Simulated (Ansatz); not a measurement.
A nudged elastic band was laid between two geometries of F₂H₆O₂Si₂ (12 atoms, charge 0, multiplicity 1).

Theory: RKS CAM-B3LYP/6-31G (Ansatz 0.2.0).

```
movable images  : 5
climbing image  : yes
spring          : 5.0 eV/Å²
optimiser       : quadratic models (default)
start path      : through a guess of the saddle point
force threshold : 0.05 eV/Å
iteration limit : 60
end points      : relaxed
```

Initial state:

```xyz
12
Properties=species:S:1:pos:R:3
Si 0.342 -0.491 -1.230
O 1.762 0.479 -1.092
F 0.995 -1.526 -2.418
F 0.041 -1.718 -0.091
H -0.877 -0.005 -1.913
H 0.683 1.290 0.361
O -0.090 0.693 0.324
Si -1.139 0.304 1.682
H 2.526 0.269 -1.651
H -1.483 1.618 2.308
H -0.431 -0.575 2.651
H -2.328 -0.339 1.070
```

Final state:

```xyz
12
Properties=species:S:1:pos:R:3
Si 0.109 -0.611 -1.047
O 1.420 0.981 -1.362
F 1.563 -1.474 -1.119
F -0.872 -1.913 -0.539
H -0.474 -0.278 -2.361
H 1.286 1.527 -0.563
O -0.165 0.357 0.325
Si -1.112 0.171 1.754
H 2.349 0.797 -1.579
H -0.913 1.433 2.531
H -0.637 -0.998 2.554
H -2.556 0.008 1.405
```

Question: What changes between the two ends?

Answer: Bonds broken: H6–O7. Bonds formed: O2–H6.

Question: Give the energies along the band, and the barrier.

Answer: The run converged. The highest image is number 3 of 0 to 6, 0.44 eV above the first end and 0.47 eV above the last; the last end lies 0.03 eV below the first. A vibrational analysis at the climbing image gives one clearly imaginary mode, 918i cm⁻¹: a first-order saddle point. The orbitals stay closed-shell, which can raise the energy where a bond breaks towards radicals; this wasn't checked here. Limits of this set-up: no polarisation functions.

```json
{"image": "0", "path coordinate (Å)": "0.00", "energy (eV)": "0.00", "H6–O7 (Å)": "0.98", "O2–H6 (Å)": "1.98"}
{"image": "1", "path coordinate (Å)": "0.81", "energy (eV)": "0.05", "H6–O7 (Å)": "0.98", "O2–H6 (Å)": "1.92"}
{"image": "2", "path coordinate (Å)": "1.62", "energy (eV)": "0.20", "H6–O7 (Å)": "0.99", "O2–H6 (Å)": "1.79"}
{"image": "3", "path coordinate (Å)": "2.44", "energy (eV)": "0.44", "H6–O7 (Å)": "1.16", "O2–H6 (Å)": "1.28"}
{"image": "4", "path coordinate (Å)": "2.78", "energy (eV)": "0.18", "H6–O7 (Å)": "1.49", "O2–H6 (Å)": "1.04"}
{"image": "5", "path coordinate (Å)": "3.12", "energy (eV)": "0.00", "H6–O7 (Å)": "1.81", "O2–H6 (Å)": "0.99"}
{"image": "6", "path coordinate (Å)": "3.46", "energy (eV)": "-0.03", "H6–O7 (Å)": "2.06", "O2–H6 (Å)": "0.98"}
```

Question: What is the geometry of the highest image?

Answer: 
```xyz
12
Properties=species:S:1:pos:R:3:forces:R:3
Si 0.213 -0.573 -1.182 0.01 0.00 0.00
O 1.343 0.923 -1.268 -0.02 -0.01 0.01
F 1.551 -1.586 -1.394 0.00 0.00 0.00
F -0.748 -1.779 -0.428 0.00 0.00 0.00
H -0.583 -0.289 -2.394 0.00 0.00 0.00
H 0.791 1.134 -0.128 -0.01 0.00 0.00
O -0.041 0.445 0.307 0.00 0.00 0.00
Si -1.015 0.213 1.737 0.00 0.00 0.00
H 2.256 0.948 -1.580 0.02 0.00 -0.01
H -0.848 1.489 2.497 0.00 0.00 0.00
H -0.490 -0.941 2.515 0.00 0.00 0.00
H -2.429 0.018 1.320 0.00 0.00 0.00
```

Question: What are the harmonic wavenumbers there?

Answer: 918i, 66, 134, 141, 173, 282, 320, 399, 411, 484, 581, 596, 699, 743, 755, 814, 825, 935, 940, 945, 961, 980, 1048, 1208, 2141, 2234, 2264, 2278, 2320, 3874 cm⁻¹.

The run took 11 min on 2 threads of Arm Neoverse N1 (shared host), peak memory 0.22 GiB.
